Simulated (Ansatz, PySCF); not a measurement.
Reaction (SMILES): N[SiH](N)N -> [NH][SiH](N)N + H atom (the H-N bond at the site shown breaks; other sites are not compared here)
Each molecule is optimised on its own at B3LYP-D3(BJ)/def2-TZVP (Ansatz, a quantum-chemistry and plane-wave program), one conformer each, not searched for the lowest.
Geometry of the first species:
```
Si
N 1 1.7144
H 2 1.0068 1 120.49
H 2 1.0068 3 112.22 1 151.22
N 1 1.7197 2 104.06 3 -170.43
H 5 1.0073 1 120.48 2 -158.39
H 5 1.0081 6 111.59 1 152.24
N 1 1.7197 2 104.06 3 -40.71
H 8 1.0073 1 120.48 2 158.39
H 8 1.0081 9 111.59 1 -152.24
H 1 1.4848 2 119.94 3 74.43
```

Property: bond dissociation energy (0 K, with B3LYP-D3(BJ) harmonic zero-point energies from PySCF), in eV. Correlated levels leave the core frozen unless marked. Open shells are spin-unrestricted. Spin-orbit coupling is left out. No relativistic terms. CBS marks a two-point X^-3 extrapolation of the correlation energy; Hartree-Fock from the larger set.

| level | program | bond dissociation energy (eV) |
|---|---|---|
| SVWN5/def2-TZVPD | Ansatz | 5.31 |
| PBE-D4/def2-TZVPD | Ansatz + dftd4 | 4.65 |
| r2SCAN0/def2-TZVPD | Ansatz | 4.57 |
| CAM-B3LYP/def2-TZVPD | Ansatz | 4.71 |

Question: Estimate the value at CCSD(T)/CBS(aug-cc-pV(T+d)Z,aug-cc-pV(Q+d)Z) as computed with Ansatz.

Answer: 4.84 eV, so CAM-B3LYP/def2-TZVPD differs from it by -0.13 eV.
